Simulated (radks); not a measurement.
Question: These are the eigenvalues of the occupied orbitals of an atom or ion with whole-number occupations (hartree). All-electron calculation, scalar-relativistic Kohn-Sham, r2SCAN, spin-unpolarised, spherical densities, finite nucleus; meta-GGA in the generalised Kohn-Sham scheme; Fermi nuclear charge, rms radius of each element as measured or else 0.836 A^(1/3) + 0.57 fm. Program: a radial shooting solver on a logarithmic mesh with Libxc functionals.

orbital  eigenvalue
1s        -1483.051
2s        -238.8406
2p        -213.8733
3s        -52.32326
3p        -44.33679
3d        -33.00157
4s        -11.32286
4p         -8.69883
4d         -4.90544
5p         -1.50543
4f         -0.91155
5d         -0.61635
6d         -0.16244

Which element is it, and in what charge state? The configuration may be excited.

Answer: Z = 58, cerium, charge +1: Ce+ in [Kr] 4d10 4f1 5p6 5d2 6d2. The list shows which subshells hold electrons but not how many an open one holds; the 1s level, -1483.1 hartree, gives Z - s = 54.5 by -(Z - s)^2/2, which with screening and relativity narrows Z to a few neighbours, and the depths of the outer levels then fix element, charge and occupations together.
